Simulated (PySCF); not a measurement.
C2H4FNSi, SMILES F[C@@H]1N=C[SiH2]1.

Geometry optimised at TPSSh-D3(BJ)/def2-SVP. The structure was generated by enumeration; whether it is a known compound was not checked.

Two levels are set side by side: PBE/def2-TZVP (PySCF) and HF/def2-TZVP (PySCF). Same geometry, gas phase. Differences are taken from unrounded values.

```tsv
quantity	HF
orbital gap (eV)	13.04
highest occupied level (eV)	-10.66
lowest empty level (eV)	2.38
dipole moment (D)	3.56
mean polarisability (bohr³)	50.7
```

Question: What does PBE give, and how far is it from HF? (Estimate from the structure and the level; the computed values follow.)

Answer: 
```tsv
quantity	PBE	PBE minus HF
orbital gap (eV)	3.53	-9.51
highest occupied level (eV)	-5.95	4.71
lowest empty level (eV)	-2.42	-4.80
dipole moment (D)	2.65	-0.91
mean polarisability (bohr³)	56.5	5.8
```

Without exact exchange PBE keeps part of each electron's self-repulsion, which lifts occupied levels and narrows the gap. PBE's more diffuse valence density responds more strongly to a field. Differences between two approximate levels are no errors against the true value.

Rough cost on one machine, each run with all the roots and properties that it gave: HF against PBE about 1/3.
